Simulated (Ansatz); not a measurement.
Reaction (atomization): `CC(N)BF` → B• + 2 C• + F• + 7 H• + N•

Calculated with Ansatz (gas phase, PBE0-D4/def2-TZVP geometries, no zero-point term in ΔE). CCSD(T)/CBS adds triple-zeta CCSD(T) − MP2 to the extrapolated MP2 energy (def2 sets, frozen cores). This one scheme is used for every species, atoms too. Functionals use def2-TZVPP. B3LYP here is the variant with VWN-RPA as its local correlation; programs differ in this. No spin–orbit coupling; open shells (•) take unrestricted orbitals. Spin–orbit coupling would lower the free atoms: a little for B, C, F. Each species was taken in one conformer, which may not be the lowest.

CCSD(T)/CBS gives +4636.1 kJ/mol.

Question: Another level gave +4665.7 kJ/mol. Which?
A. r2SCAN-D4/def2-TZVPP
B. B3LYP-D4/def2-TZVPP
C. PBE0-D4/def2-TZVPP
D. PBE-D4/def2-TZVPP

Answer: C. PBE0-D4 4665.7, r2SCAN-D4 4650.8, PBE-D4 4745.7, B3LYP-D4 4658.6 kJ/mol.

Largest T1 diagnostic among the species: 0.014.

From PBE to PBE0 (25 % exact exchange), in def2-TZVPP and without D4, ΔE moves by −76.8 kJ/mol: exact exchange takes away binding that semilocal exchange gives to molecules. The D4 term adds +30.5 kJ/mol with B3LYP and +15.9 kJ/mol with PBE0; it sums over pairs of atoms, weighted by their polarisabilities, and B3LYP, whose exchange is more repulsive, gets the larger term. In def2-TZVPP, CCSD(T) changes the Hartree–Fock value by +1088.2 kJ/mol (the triples alone add +59.7 kJ/mol) and MP2 by +1162.5 kJ/mol; breaking electron pairs costs correlation energy, which Hartree–Fock lacks.

For atomizations the MP2-based limit and the directly extrapolated one differ by several kJ/mol either way, and by 10 to 25 for some Ge, Se and Sn compounds, so smaller differences from it don't rank the levels.
